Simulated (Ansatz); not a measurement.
`F[SiH2][SiH](F)F`. The species carries charge 0 and has multiplicity 1. The geometry is a stationary point of PBE0-D4/def2-TZVP. It is one conformer, not always the lowest.

```xyz
8

F    -0.751   -1.746   -1.262
Si    0.442   -0.790   -0.776
Si   -0.439    0.797    0.724
F    -0.902    0.074    2.064
F     0.739    1.800    1.108
H     1.010   -0.114   -1.970
H     1.482   -1.624   -0.124
H    -1.580    1.604    0.236
```

(1) What is the dipole moment at B3LYP/def2-TZVPP? (Estimate.)

(2) And with PBE, r2SCAN, ωB97M-V? (An estimate is asked.)

(3) Give the Mulliken charges with B3LYP, ωB97M-V, PBE in def2-TZVPP. (Estimate.)

Results:

(1) Ansatz gave: 1.18 D, with components (0.44, 0.34, -1.04) D in this frame, pointing from negative to positive charge.

(2) Computed: PBE 1.08 D, r2SCAN 1.11 D, ωB97M-V 1.16 D.

(3) The calculation gave: 
```json
{"atom": "F1", "B3LYP": "-0.32", "ωB97M-V": "-0.31", "PBE": "-0.28"}
{"atom": "Si2", "B3LYP": "0.45", "ωB97M-V": "0.37", "PBE": "0.39"}
{"atom": "Si3", "B3LYP": "0.71", "ωB97M-V": "0.65", "PBE": "0.62"}
{"atom": "F4", "B3LYP": "-0.31", "ωB97M-V": "-0.30", "PBE": "-0.26"}
{"atom": "F5", "B3LYP": "-0.31", "ωB97M-V": "-0.30", "PBE": "-0.27"}
{"atom": "H6", "B3LYP": "-0.07", "ωB97M-V": "-0.03", "PBE": "-0.06"}
{"atom": "H7", "B3LYP": "-0.06", "ωB97M-V": "-0.03", "PBE": "-0.06"}
{"atom": "H8", "B3LYP": "-0.09", "ωB97M-V": "-0.05", "PBE": "-0.08"}
```

B3LYP here is the variant with VWN-RPA as its local correlation; programs differ in this.
